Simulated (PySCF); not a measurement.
Computed shifts of a molecule C₃H₆OSi, PBE/pcSseg-1 run with PySCF, GIAO, gas phase, atoms alike by connectivity averaged where their shifts nearly agree, in ppm (number of nuclei): ¹³C: 246.4 (1), 69.1 (1), 4.1 (1). ²⁹Si: -5.1 (1). ¹H: 6.13 (2), 3.98 (2), 1.90 (2). References: ¹⁷O against H2O (σ = 334.3 ppm); ¹³C against TMS (σ = 182.0 ppm); ²⁹Si against TMS (σ = 335.4 ppm); ¹H against TMS (σ = 31.49 ppm), references at their B3LYP-D3(BJ)/def2-TZVP geometries, non-relativistic. Geometry: PBE-D3(BJ)/def2-SVP. A frequency run showed that this geometry is not a minimum. Other conformers were not sampled.

Q: Which structure fits?
A. [SiH3]C1=CCO1
B. O=C1CC[SiH2]1
C. O[Si@@H]1C=CC1
D. C=C1C[SiH2]O1

A: B, O=C1CC[SiH2]1
